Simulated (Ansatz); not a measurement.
`NB(S)Br`, charge 0, multiplicity 1.

Problem. Give a relaxed structure at PBE0-D4/def2-TZVP (the Gaussian-basis code of Ansatz). (An estimate is asked.)

Solution. Ansatz gave: 
Z-matrix (Å, degrees):
```
N
B 1 1.389
H 1 1.005 2 122.2
H 1 1.006 2 123.1 3 -180.0
S 2 1.813 1 120.6 3 -180.0
Br 2 1.938 1 118.4 3 0.0
H 5 1.339 2 96.3 1 -180.0
```
Point group Cs.
